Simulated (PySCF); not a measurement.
Al(All)(F)(OH) (C3H6AlFO), SMILES C=C[CH2][Al]([OH])[F].

Coordinates come from a PBE0-D3(BJ)/def2-SVP optimisation. The structure was generated by enumeration; whether it is a known compound was not checked. The values are those of a single conformer.

Calculation: PySCF with M06-2X/def2-TZVP.

The molecule is in vacuum.

```yaml
total_energy: -535.54576 hartree
highest_occupied_level: -8.16 eV
lowest_empty_level: 0.04 eV
orbital_gap: 8.19 eV
dipole_moment: 0.91 D
quadrupole, principal values (traceless, Buckingham form, about the centre of nuclear charge): -8.07, 2.74, 5.32 D·Å
mean_static_polarisability: 60.3 bohr³ (8.94 Å³)
polarisability_principal_values: 52.2, 56.0, 72.7 bohr³
```
